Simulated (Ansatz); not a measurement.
The same molecule with X = V, Nb, Ta. Ansatz, PBE0-D4/def2-TZVP geometries, multiplicity 1. Each molecule was computed in one conformer, which needn't be the lowest.

Elements past krypton have def2 core potentials. Scalar relativity is left out up to krypton.

```csv
X,molecule,mean X–N bond length / Å,mean X–O bond length / Å,LUMO energy (PBE/def2-TZVPP) / eV,"ideal-gas entropy at 298 K and 1 bar (rigid rotor, harmonic PBE0-D4/def2-TZVP) / J/(mol·K)",HOMO–LUMO gap (PBE/def2-TZVPP) / eV
V,`[NH2][V]([NH2])([NH2])=[O]`,1.840,1.560,-2.29,346,3.22
Ta,`[NH2][Ta]([NH2])([NH2])=[O]`,1.994,1.721,-0.73,372,4.82
```

Task: Give the row for X = Nb, `[NH2][Nb]([NH2])([NH2])=[O]`. (Estimate.)

Result: Ansatz gave: 
```
 X                       molecule  mean X–N bond length / Å  mean X–O bond length / Å  LUMO energy (PBE/def2-TZVPP) / eV  ideal-gas entropy at 298 K and 1 bar (rigid rotor, harmonic PBE0-D4/def2-TZVP) / J/(mol·K)  HOMO–LUMO gap (PBE/def2-TZVPP) / eV
Nb  `[NH2][Nb]([NH2])([NH2])=[O]`                     1.986                     1.696                              -1.19                                                                                         367                                 4.29
```

From V to Ta the mean X–N bond length rises at each step, by 0.154 Å in all; the mean X–O bond length rises at each step, by 0.161 Å in all; the LUMO energy (PBE/def2-TZVPP) rises at each step, by 1.56 eV in all; the ideal-gas entropy at 298 K and 1 bar (rigid rotor, harmonic PBE0-D4/def2-TZVP) rises at each step, by 26 J/(mol·K) in all; the HOMO–LUMO gap (PBE/def2-TZVPP) rises at each step, by 1.60 eV in all.
